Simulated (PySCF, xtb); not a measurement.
C₆H₁₄O₃, SMILES COCCOCCOC.

GFN2-xTB run with xtb at its own geometry gives an orbital gap of 10.21 eV and a dipole moment of 1.56 D.

Coordinates come from a PBE-D3(BJ)/def2-SVP optimisation. One conformer was computed; it need not be the lowest.

**Question.** What does B3LYP/def2-SVP (PySCF) give? (The exact figures need the calculation; the answer reports its results.)

**Answer.** gap 8.25 eV (levels -6.70 and 1.54 eV), dipole 1.22 D.
